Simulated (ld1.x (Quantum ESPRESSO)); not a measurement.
## Which change was made? (W, RRKJ)

W, norm-conserving RRKJ (Kleinman–Bylander form), made with ld1.x (Quantum ESPRESSO) 7.5 (PBE, fully relativistic). Core [Kr] 4d10 4f14 5s2, reference 5p6 5d5 6s1 6p0. Waves: 5p (bound): rc 1.60 bohr; 5d (bound): rc 2.60 bohr; 5f channel at 0.4 Ry: rc 2.40 bohr; 6s (bound): rc 2.60 bohr. Local part: the s channel. Core correction: a·sin(br)/r model core inside 1.20 bohr.

Open shells are filled in proportion to 2j + 1 (rel_dist='average').

Cutoffs, loose and tight: the cutoffs (Ry, on a coarse ladder) from which the occupation-weighted sum of valence levels, in a spherical-Bessel basis at the reference potential, stays within 10 and 1 mRy of its value at 400 Ry. They do not see the model core or the augmentation charge, which bear on the density cutoff. Test errors are all-electron minus pseudo excitation energies from the reference, over the configurations 5p6 5d4 6s2 6p0; 5p6 5d4 6s1 6p0; 5p6 5d4 6s0 6p0; 5p6 5d5 6s0 6p0; 5p5 5d4 6s2 6p0; 5p6 5d3 6s2 6p1; 5p6 5d4.5 6s1.5 6p0; variants that change the core or the reference have their own tests.

The base gives: outcome: generated; cutoff, loose: 55 Ry; cutoff, tight: 80 Ry; bound ghosts: none; largest test error (meV): -732.

**Question.** After one change the result is: outcome: generated; cutoff, loose: 25 Ry; cutoff, tight: 30 Ry; bound ghosts: none; largest test error (meV): -723. Which change was it?
A. wave 5p (bound): rc 1.60 bohr becomes 5p (bound): rc 1.12 bohr
B. wave 5p (bound): rc 1.60 bohr becomes 5p (bound): rc 1.86 bohr
C. wave 5p (bound): rc 1.60 bohr becomes 5p (bound): rc 2.12 bohr

**Answer.** C. The others give: wave 5p (bound): rc 1.60 bohr becomes 5p (bound): rc 1.12 bohr → outcome: failed: compute_phi: phi has nodes before r_c | wave 5p (bound): rc 1.60 bohr becomes 5p (bound): rc 1.86 bohr → outcome: generated; cutoff, loose: 30 Ry; cutoff, tight: 45 Ry; bound ghosts: none; largest test error (meV): -726.
